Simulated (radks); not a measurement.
The thallium ion Tl31+, configuration [Kr] 4d10 4f4 (the NIST ground configuration). Calculated with a radial shooting solver on a logarithmic mesh with Libxc functionals: scalar-relativistic Kohn-Sham, PBE, spin-polarised, spherical densities, point nucleus; open shells are filled with parallel spins first (spin-orbit coupling, left out, can overturn this in heavy ions).

Normalised radial functions P(r) = r R(r), r in bohr:

r	4p up	4f down
0.001142	0.0086	0.0000
0.001287	0.0105	0.0000
0.001452	0.0128	0.0000
0.001637	0.0156	0.0000
0.001845	0.0189	0.0000
0.002097	0.0233	0.0000
0.002365	0.0284	0.0000
0.002666	0.0345	0.0000
0.003006	0.0419	0.0000
0.003389	0.0508	0.0000
0.003821	0.0616	0.0000
0.004343	0.0755	0.0000
0.004897	0.0912	0.0000
0.005521	0.1099	0.0000
0.006225	0.1320	0.0000
0.007019	0.1582	0.0001
0.007914	0.1889	0.0001
0.008923	0.2245	0.0001
0.01014	0.2685	0.0002
0.01143	0.3155	0.0003
0.01289	0.3682	0.0005
0.01454	0.4262	0.0008
0.01639	0.4886	0.0012
0.01848	0.5539	0.0019
0.021	0.6238	0.0030
0.02368	0.6860	0.0045
0.0267	0.7400	0.0069
0.0301	0.7797	0.0103
0.03394	0.7977	0.0154
0.03827	0.7859	0.0228
0.04349	0.7308	0.0344
0.04904	0.6314	0.0500
0.05529	0.4806	0.0719
0.06234	0.2774	0.1022
0.07029	0.0275	0.1435
0.07925	-0.2553	0.1986
0.09007	-0.5671	0.2761
0.1016	-0.8346	0.3693
0.1145	-1.0377	0.4848
0.1291	-1.1357	0.6233
0.1456	-1.0932	0.7836
0.1641	-0.8898	0.9611
0.1851	-0.5284	1.1476
0.2103	-0.0042	1.3429
0.2371	0.5540	1.5060
0.2674	1.0959	1.6324
0.3015	1.5383	1.7052
0.3399	1.8136	1.7102
0.3832	1.8871	1.6402
0.4356	1.7525	1.4861
0.4911	1.4762	1.2810
0.5537	1.1267	1.0394
0.6243	0.7761	0.7883
0.7039	0.4793	0.5542
0.7936	0.2629	0.3573
0.902	0.1199	0.2005
1.017	0.0493	0.1036
1.147	0.0172	0.0470
1.293	0.0050	0.0184

4p up: eigenvalue -1626.0 eV, 2 radial nodes at r = 0.0712, 0.211 bohr, <r> = 0.393 bohr, 90 % of the charge inside 0.563 bohr. 4f down (empty): eigenvalue -1117.9 eV, 0 radial nodes, <r> = 0.383 bohr, 90 % of the charge inside 0.579 bohr.
